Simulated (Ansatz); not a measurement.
C₂H₆Be, charge +1, doublet, geometry from GFN2-xTB (such geometries of metal compounds can be far from the true shape) (a state made from the parent by changing its charge; the spin is typed, not shown lowest), atoms displaced at random by about 0.08 Å a coordinate; B3LYP/6-31G, gradient in Ansatz (a first-principles code).

Here is a job for Ansatz.
Ansatz 0.2 input:
```yaml
crystal:
  periodic: [false, false, false]
  atoms:
    - {symbol: Be, position_ang: [0.03746600, 0.03227189, -0.00891271]}
    - {symbol: C, position_ang: [1.36360947, 0.15796677, -1.18234723]}
    - {symbol: H, position_ang: [2.01028697, -0.68998526, -0.85034387]}
    - {symbol: H, position_ang: [1.79433701, 1.11476544, -0.82026834]}
    - {symbol: H, position_ang: [0.99094627, 0.30854014, -2.16272132]}
    - {symbol: C, position_ang: [-1.33367328, -0.08148371, 1.23734685]}
    - {symbol: H, position_ang: [-1.97424896, -1.27539791, 0.80746844]}
    - {symbol: H, position_ang: [-2.14644194, 0.63208823, 0.99969482]}
    - {symbol: H, position_ang: [-0.91085872, -0.17006177, 2.18225250]}
basis:
  gaussian:
    orbitals: 6-31G
hamiltonian:
  xc: b3lyp
total_charge: 1
magnetization: {spin_polarized: true, initial_magnetization: 1}
output: {forces: true}
```

Q: Predict the main parts of the log of this Ansatz run.

A: 
```
Functional definition: B3LYP
571 factors; integrals over basis functions are off by at most 2.4e-4 eV
mean field evaluation 1: about -2549.0060 eV, gradient 5.0e1 eV
mean field evaluation 2: about -2538.9512 eV, gradient 5.8e1 eV
mean field evaluation 4: about -2560.3778 eV, gradient 1.6e1 eV
mean field evaluation 8: about -2562.2210 eV, gradient 8.1e-1 eV
mean field evaluation 16: about -2562.2272 eV, gradient 1.5e-3 eV
mean field -2562.22720740 eV, -94.1601131318 hartree, gradient 4.0e-5 eV, S^2 0.759192; 0 other end points of the search recorded, 0 dependent functions left out
the calculation of the forces begins
reference -2562.22740420 eV, -94.1601203643 hartree; 11, 10 occupied and 28, 29 virtual orbitals, 571 factors
Total energy: -2562.22740420 eV, -94.1601203643 hartree
Atom 0 at     0.037466     0.032272    -0.008913 Å, force    -0.865489    -0.312428     0.412461 eV/Å
Atom 1 at     1.363609     0.157967    -1.182347 Å, force     0.982833     0.696460     2.209942 eV/Å
Atom 2 at     2.010287    -0.689985    -0.850344 Å, force    -0.498039     0.210594    -0.815117 eV/Å
Atom 3 at     1.794337     1.114765    -0.820268 Å, force     0.005132    -0.201350    -0.056400 eV/Å
Atom 4 at     0.990946     0.308540    -2.162721 Å, force    -0.360523    -0.579329    -1.224189 eV/Å
Atom 5 at    -1.333673    -0.081484     1.237347 Å, force    -3.156373    -3.366102    -4.299957 eV/Å
Atom 6 at    -1.974249    -1.275398     0.807468 Å, force     2.412750     3.245518     1.242346 eV/Å
Atom 7 at    -2.146442     0.632088     0.999695 Å, force     0.774942     0.253392     0.528261 eV/Å
Atom 8 at    -0.910859    -0.170062     2.182253 Å, force     0.704768     0.053246     2.002653 eV/Å
Dipole moment:    -0.020260    -0.022006     0.018281 e Å
```
